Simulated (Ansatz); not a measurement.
CH$_{7}$AlOSSi, SMILES `C[Si](O)([AlH2])S`, relaxed with RKS PBE-D4/def2-SVP in the Gaussian-basis code of Ansatz from a rough embedded geometry. The force threshold is 0.03 eV/Å; the program also tests the step.

Total charge 0; spin multiplicity 1.

Start:

```xyz
12

C     0.773    1.375   -0.719
Si    0.386   -0.206    0.157
O     0.820   -0.021    1.777
Al   -1.956   -0.669    0.038
S     1.455   -1.858   -0.690
H     0.249    2.191   -0.345
H     1.889    1.539   -0.666
H     0.522    1.198   -1.816
H     0.326    0.746    2.150
H    -2.545   -1.909    0.697
H    -2.838    0.386   -0.843
H     0.920   -2.772    0.258
```

Question: How much energy does the relaxation release, and in how many steps? (Estimate.)

Answer: Computed: 77.59 kJ/mol, in 18 steps, 1 of them rejected.

Question: Which bonds change most? (An estimate is asked.)

Answer: Ansatz gave: Al4–S5 from 3.685 to 2.498 Å; Si2–S5 from 2.142 to 2.414 Å; Al4–H10 from 1.523 to 1.603 Å; C1–H6 from 1.040 to 1.109 Å.

Question: Give the relaxed structure. (An estimate is asked.)

Answer: Ansatz gave: 
```xyz
12

C     0.976    1.567   -0.780
Si    0.073    0.376    0.359
O     0.990    0.305    1.775
Al   -1.888   -0.968   -0.083
S     0.380   -1.705   -0.825
H     0.819    2.612   -0.442
H     2.063    1.353   -0.775
H     0.594    1.474   -1.816
H     0.504   -0.072    2.532
H    -2.354   -1.934    1.108
H    -2.753   -0.599   -1.376
H     0.596   -2.410    0.322
```
